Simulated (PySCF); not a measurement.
**One molecule, a ladder of functionals, a line**

Molecule: `CO[Si](N)(O)O`, CH7NO3Si.

Molfile (atoms numbered from 1):
```
CH7NO3Si
     RDKit          3D

 13 12  0  0  0  0  0  0  0  0999 V2000
   -1.4681   -1.3127   -0.5530 C   0  0  0  0  0  0  0  0  0  0  0  0
   -0.1479   -1.0541   -0.1588 O   0  0  0  0  0  0  0  0  0  0  0  0
    0.3780    0.4297    0.3408 Si  0  0  0  0  0  4  0  0  0  0  0  0
    2.0256    0.3566    0.8040 N   0  0  0  0  0  0  0  0  0  0  0  0
    0.1453    1.5630   -0.8469 O   0  0  0  0  0  0  0  0  0  0  0  0
   -0.5695    0.8650    1.6191 O   0  0  0  0  0  0  0  0  0  0  0  0
   -1.7550   -0.7181   -1.4392 H   0  0  0  0  0  0  0  0  0  0  0  0
   -2.1862   -1.0871    0.2545 H   0  0  0  0  0  0  0  0  0  0  0  0
   -1.5612   -2.3795   -0.8103 H   0  0  0  0  0  0  0  0  0  0  0  0
    2.2297   -0.1333    1.6690 H   0  0  0  0  0  0  0  0  0  0  0  0
    2.7349    0.1395    0.1124 H   0  0  0  0  0  0  0  0  0  0  0  0
    0.7208    1.5300   -1.6147 H   0  0  0  0  0  0  0  0  0  0  0  0
   -0.5526    1.7998    1.8416 H   0  0  0  0  0  0  0  0  0  0  0  0
  1  2  1  0
  2  3  1  0
  3  4  1  0
  3  5  1  0
  3  6  1  0
  1  7  1  0
  1  8  1  0
  1  9  1  0
  4 10  1  0
  4 11  1  0
  5 12  1  0
  6 13  1  0
M  END
```

GIAO shieldings (ppm, equivalent atoms averaged) in PySCF 2.14 on the PBE0-D3(BJ)/def2-SVP geometry, basis pcSseg-1, gas phase, non-relativistic:

```csv
functional,exact exchange (%),σ(C1),σ(O2),σ(O5/O6),σ(Si3)
BLYP,0,120.9,282.3,288.5,385.6
BP86,0,125.6,285.8,287.7,390.4
PBE,0,126.2,285.0,288.4,390.1
PBE0,25,132.3,297.6,293.9,406.7
mPW1PW91,25,131.3,297.0,293.5,406.6
BHandHLYP,50,133.3,306.2,298.9,418.6
HF,100,143.6,325.1,307.6,453.8
```

**Question.** Fit each shielding as a line in the percentage of exact exchange.

**Answer.** σ(C1) = 125.0 + 0.19 x (rms 2.0 ppm); σ(O2) = 285.3 + 0.41 x (rms 1.6 ppm); σ(O5/O6) = 288.5 + 0.20 x (rms 0.5 ppm); σ(Si3) = 389.0 + 0.64 x (rms 1.9 ppm). The functionals also differ in their semilocal parts, which the line can't hold; Hartree–Fock has no correlation at all.

**Question.** What does the line predict for B3LYP (20 %), and what does the run give?

**Answer.** σ(C1): 128.8 predicted, 126.4 computed; σ(O2): 293.5 predicted, 292.9 computed; σ(O5/O6): 292.5 predicted, 292.8 computed; σ(Si3): 401.8 predicted, 398.7 computed ppm.
